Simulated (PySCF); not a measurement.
Species: C3H11PSi2.
Z-matrix (Å and degrees, GFN2-xTB geometry), rows numbered from 1:
```
C 
Si  1  1.8950
C   2  1.9207  1  113.67
Si  3  1.9187  2   91.63  1   115.68
P   4  2.2438  3  111.25  2   111.86
C   4  1.9190  3   88.41  2    -0.43
H   1  1.0850  2  110.96  3    70.79
H   1  1.0854  2  111.29  3   -49.28
H   1  1.0850  2  111.20  3  -169.43
H   2  1.4678  1  111.11  3  -130.47
H   3  1.0866  2  114.39  1  -126.61
H   3  1.0860  2  114.89  1    -2.51
H   4  1.4738  3  114.61  2  -116.51
H   5  1.3831  4   94.61  3  -177.94
H   5  1.3831  4   94.78  3    89.47
H   6  1.0865  2  114.42  1   126.63
H   6  1.0860  2  114.92  1     2.48
```

Probes without a nucleus sit at each ring's centroid and 1 Å off its mean plane on both sides; NICS is minus the shielding there, NICSzz its component along the normal. Level: GIAO PBE0/pcSseg-1 (PySCF, non-relativistic, gas phase) on the GFN2-xTB geometry, one conformer.

Ring bond lengths (Å), with Mayer bond orders in brackets: Si2–C3 1.921 (0.90), C3–Si4 1.919 (0.92), Si4–C6 1.919 (0.92), C6–Si2 1.920 (0.90).

What do the NICS probes read (ppm)?

| ring | type | NICS(0) | NICS(1), two faces | NICS(1)zz, two faces | rms pucker (Å) | centre to ring atoms, mean (Å) |
| --- | --- | --- | --- | --- | --- | --- |
| Si2–C3–Si4–C6 | 4-membered ring with 2 Si; formal bonds all single | 0.6 | -0.6 / -0.8 | 5.7 / 5.5 | 0.00 | 1.36 |

What can be read from them?

- Si2–C3–Si4–C6: mean NICS(1)zz 5.6 ppm, deshielded. Si2, C3, Si4, C6 have four or more neighbours; no verdict on aromaticity is drawn.

What is the mean of the two in-plane components of NICS at the first NICS(1) probe listed for ring Si2–C3–Si4–C6, 1 Å off the ring?

The isotropic value is a third of the trace: (3 × -0.6 − (5.7))/2 = -3.8 ppm.

What are the shieldings of the ring atoms and their hydrogens in the same run (means over atoms taken as equivalent)?

| atoms | environment | σ isotropic (ppm) |
| --- | --- | --- |
| Si2 | SiH silicon | 356.3 |
| C3 (×2) | sp3 carbon bound to silicon | 184.6 |
| Si4 | SiH silicon | 362.1 |
| H10 | Si–H hydrogen | 26.49 |
| H11 (×2) | methylene hydrogen | 31.19 |
| H12 (×2) | methylene hydrogen | 31.20 |
| H13 | Si–H hydrogen | 26.01 |
